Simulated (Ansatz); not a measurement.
Ansatz (a program for electronic structure) input (B3LYP-D3(BJ)/def2-TZVP):

Ansatz 0.2 input:
```yaml
crystal:
  periodic: [false, false, false]
  atoms:
    - {symbol: C, position_ang: [-1.30646671, 0.06103562, 0.09116947]}
    - {symbol: C, position_ang: [-0.00511095, 0.46221867, 0.00082107]}
    - {symbol: C, position_ang: [1.05842304, -0.41255206, -0.08999875]}
    - {symbol: Cl, position_ang: [2.66544911, 0.13011010, -0.19960343]}
    - {symbol: H, position_ang: [-2.10531963, 0.77479241, 0.15981364]}
    - {symbol: H, position_ang: [-1.56851774, -0.98170303, 0.09597934]}
    - {symbol: H, position_ang: [0.21734354, 1.52102324, -0.00106246]}
    - {symbol: H, position_ang: [0.93358611, -1.48275636, -0.09559073]}
basis:
  gaussian:
    orbitals: def2-TZVP
hamiltonian:
  xc: b3lyp
  dispersion: d3bj
magnetization: {spin_polarized: true, initial_magnetization: 1}
relax: {f_tol: 0.002, max_steps: 150}
```

Output:

```
Functional definition: B3LYP
integrals: 0.06 GiB planned
979 factors; their error is unknown
mean field: 0.79 GiB planned
mean field evaluation 1: about -15687.8625 eV, gradient 4.7e1 eV
mean field evaluation 2: about -15671.4134 eV, gradient 7.1e1 eV
mean field evaluation 4: about -15698.9435 eV, gradient 8.3e0 eV
mean field evaluation 8: about -15699.2921 eV, gradient 1.2e-1 eV
mean field evaluation 16: about -15699.3144 eV, gradient 7.7e-4 eV
mean field -15699.31440426 eV, -576.9391629789 hartree, gradient 5.9e-5 eV, S^2 0.775819; 0 other end points of the search recorded, 0 dependent functions left out
the calculation of the forces begins
reference -15699.31464882 eV, -576.9391719663 hartree; 20, 19 occupied and 134, 135 virtual orbitals, 979 factors
relax step   1: F+E_penalty+E_count = -15699.58699964 eV  Δ(F+E_penalty+E_count) = +0.000e0 eV  max|allowed force component| = 4.523e-1 eV/Å  Δτ_max = 0.0000 Å  (33 SCF iters, accepted)
these checks for a lower state are left out or cut short: starts, cluster_reference, orbital_swaps, neighbouring_geometries, increment
integrals: 0.06 GiB planned
979 factors; their error is unknown
mean field: 0.79 GiB planned
mean field -15699.32214230 eV, -576.9394473469 hartree, gradient 8.5e-6 eV, S^2 0.776499; 0 other end points of the search recorded, 0 dependent functions left out
the calculation of the forces begins
reference -15699.32238732 eV, -576.9394563511 hartree; 20, 19 occupied and 134, 135 virtual orbitals, 979 factors
relax step   2: F+E_penalty+E_count = -15699.59391126 eV  Δ(F+E_penalty+E_count) = -6.912e-3 eV  max|allowed force component| = 2.633e-1 eV/Å  Δτ_max = 0.0125 Å  (38 SCF iters, accepted)
these checks for a lower state are left out or cut short: starts, cluster_reference, orbital_swaps, neighbouring_geometries, increment
integrals: 0.06 GiB planned
979 factors; their error is unknown
mean field: 0.79 GiB planned
mean field evaluation 32: about -15699.3245 eV, gradient 3.4e-3 eV
mean field -15699.32451388 eV, -576.9395345009 hartree, gradient 9.7e-6 eV, S^2 0.776800; 0 other end points of the search recorded, 0 dependent functions left out
the calculation of the forces begins
reference -15699.32475904 eV, -576.9395435102 hartree; 20, 19 occupied and 134, 135 virtual orbitals, 979 factors
relax step   3: F+E_penalty+E_count = -15699.59578432 eV  Δ(F+E_penalty+E_count) = -1.873e-3 eV  max|allowed force component| = 1.019e-1 eV/Å  Δτ_max = 0.0093 Å  (38 SCF iters, accepted)
these checks for a lower state are left out or cut short: starts, cluster_reference, orbital_swaps, neighbouring_geometries, increment
integrals: 0.06 GiB planned
979 factors; their error is unknown
mean field: 0.79 GiB planned
mean field -15699.32469654 eV, -576.9395412133 hartree, gradient 6.1e-6 eV, S^2 0.776815; 0 other end points of the search recorded, 0 dependent functions left out
the calculation of the forces begins
reference -15699.32494163 eV, -576.9395502202 hartree; 20, 19 occupied and 134, 135 virtual orbitals, 979 factors
relax step   4: F+E_penalty+E_count = -15699.59593298 eV  Δ(F+E_penalty+E_count) = -1.487e-4 eV  max|allowed force component| = 3.224e-2 eV/Å  Δτ_max = 0.0028 Å  (38 SCF iters, accepted)
these checks for a lower state are left out or cut short: starts, cluster_reference, orbital_swaps, neighbouring_geometries, increment
integrals: 0.06 GiB planned
979 factors; their error is unknown
mean field: 0.79 GiB planned
mean field -15699.32471257 eV, -576.9395418024 hartree, gradient 6.8e-6 eV, S^2 0.776798; 0 other end points of the search recorded, 0 dependent functions left out
the calculation of the forces begins
reference -15699.32495759 eV, -576.9395508069 hartree; 20, 19 occupied and 134, 135 virtual orbitals, 979 factors
relax step   5: F+E_penalty+E_count = -15699.59597071 eV  Δ(F+E_penalty+E_count) = -3.772e-5 eV  max|allowed force component| = 3.416e-3 eV/Å  Δτ_max = 0.0021 Å  (37 SCF iters, accepted)
these checks for a lower state are left out or cut short: starts, cluster_reference, orbital_swaps, neighbouring_geometries, increment
integrals: 0.06 GiB planned
979 factors; their error is unknown
mean field: 0.79 GiB planned
mean field -15699.32472336 eV, -576.9395421990 hartree, gradient 6.5e-6 eV, S^2 0.776802; 0 other end points of the search recorded, 0 dependent functions left out
the calculation of the forces begins
reference -15699.32496838 eV, -576.9395512032 hartree; 20, 19 occupied and 134, 135 virtual orbitals, 979 factors
relax step   6: F+E_penalty+E_count = -15699.59597467 eV  Δ(F+E_penalty+E_count) = -3.967e-6 eV  max|allowed force component| = 1.644e-3 eV/Å  Δτ_max = 0.0009 Å  (36 SCF iters, accepted)
integrals: 0.06 GiB planned
979 factors; their error is unknown
mean field: 0.79 GiB planned
mean field evaluation 64: about -15672.1592 eV, gradient 7.0e1 eV
mean field -15699.32472336 eV, -576.9395421990 hartree, gradient 7.0e-6 eV, S^2 0.776802; 1 other end points of the search recorded, 0 dependent functions left out
the calculation of the forces begins
reference -15699.32496838 eV, -576.9395512032 hartree; 20, 19 occupied and 134, 135 virtual orbitals, 979 factors
Total energy: -15699.59621969 eV, -576.9495195052 hartree
Atom 0 at    -1.317139     0.060962     0.091772 Å, force     0.000101    -0.000399     0.000093 eV/Å
Atom 1 at    -0.006368     0.460498     0.000911 Å, force     0.000514     0.001643     0.000054 eV/Å
Atom 2 at     1.060365    -0.413648    -0.089745 Å, force     0.000299     0.000645     0.000070 eV/Å
Atom 3 at     2.686121     0.133337    -0.201645 Å, force    -0.000854    -0.000127     0.000021 eV/Å
Atom 4 at    -2.116009     0.784464     0.160667 Å, force    -0.000104     0.000281    -0.000046 eV/Å
Atom 5 at    -1.588483    -0.986821     0.097150 Å, force    -0.000677    -0.000479    -0.000016 eV/Å
Atom 6 at     0.219981     1.521534    -0.000925 Å, force     0.000395    -0.001606    -0.000106 eV/Å
Atom 7 at     0.950920    -1.488158    -0.096657 Å, force     0.000325     0.000041    -0.000070 eV/Å
Dipole moment:    -0.234758    -0.060666     0.016437 e Å
```

It need not be the lowest isomer of its formula.
